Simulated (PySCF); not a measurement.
## Orbital energies and ionisation energy

H8OSi3.
Z-matrix (Å and degrees, PBE0-D3(BJ)/def2-SVP geometry), rows numbered from 1:
```
O 
Si  1  1.6794
Si  2  2.3407  1  107.02
Si  2  2.3537  1  111.56  3   120.28
H   1  0.9623  2  115.87  3  -177.52
H   2  1.5030  1  111.55  3  -119.34
H   3  1.4968  2  108.14  1  -178.10
H   3  1.4948  2  111.58  1   -58.26
H   3  1.4950  2  110.23  1    63.21
H   4  1.4982  2  111.05  1    58.25
H   4  1.4960  2  110.44  1   -61.77
H   4  1.4969  2  109.81  1   178.26
```

Level: CAM-B3LYP/def2-SVPD (PySCF). Frontier orbitals with their largest atomic shares (Löwdin; up to four atoms above 4 %):

| orbital | ε (eV) | main atoms |
| --- | --- | --- |
| HOMO−3 | -11.20 | Si3 28 %, H9 20 %, Si4 15 %, H7 11 % |
| HOMO−2 | -11.15 | Si3 26 %, H8 19 %, Si4 16 %, H12 10 % |
| HOMO−1 | -9.75 | Si2 28 %, H6 19 %, O1 18 %, Si3 16 % |
| HOMO | -8.93 | ? |
| LUMO | 0.18 | Si2 26 %, O1 19 %, Si4 16 %, Si3 12 % |
| LUMO+1 | 0.85 | Si4 27 %, Si3 21 %, Si2 14 %, H10 10 % |
| LUMO+2 | 1.17 | Si4 23 %, Si3 20 %, Si2 19 %, H6 9 % |

Q: What vertical ionisation energy does ΔSCF give, and how far is −ε(HOMO) from it?

A: ΔSCF: 9.63 eV (929 kJ/mol; threshold wavelength 129 nm); ⟨S²⟩ of the doublet left behind is 0.758, against 0.75 for a pure doublet. −ε(HOMO) is 8.93 eV, 0.70 eV below it. In exact Kohn–Sham theory the two would be equal; CAM-B3LYP (range-separated hybrid) falls short of its own ΔSCF value by 7 %. Holes in the HOMO−1 and HOMO−2 were tried too where these lie within 1.2 eV of the HOMO; the lowest converged state counts.

Q: On which atoms does the HOMO lie?

A: Si2 (oxygen-bound silicon) 28 %, Si4 (SiH3 silicon) 25 %, Si3 (SiH3 silicon) 16 %, O1 (silanol oxygen) 12 %, so no atom holds as much as 40 %. The HOMO−1 lies 0.82 eV lower.

Q: Shift the occupied levels rigidly so that −ε(HOMO) equals the ΔSCF value. What binding energies result?

A: The shift is +0.70 eV: HOMO 9.63, HOMO−1 10.45, HOMO−2 11.85, HOMO−3 11.90 eV. A rigid shift is only a rough guide to the deeper ionisations.

Q: What total energies stand behind the ΔSCF value?

A: E(N) = -948.19664 Eh and E(N − 1) = -947.84289 Eh at the same geometry, 0.35375 Eh apart.

Q: What kinetic energy would electrons from this vertical process carry with Lyman-α light (10.199 eV)?

A: 10.20 − 9.63 = 0.57 eV.

One conformer (not necessarily the lowest) at the PBE0-D3(BJ)/def2-SVP geometry, without solvent, vibrations or thermal averaging.

These values come from a run that also computed excited states and ΔSCF ions. Time: 58 s wall. Hardware: one thread, Arm Neoverse V1, on a shared host.
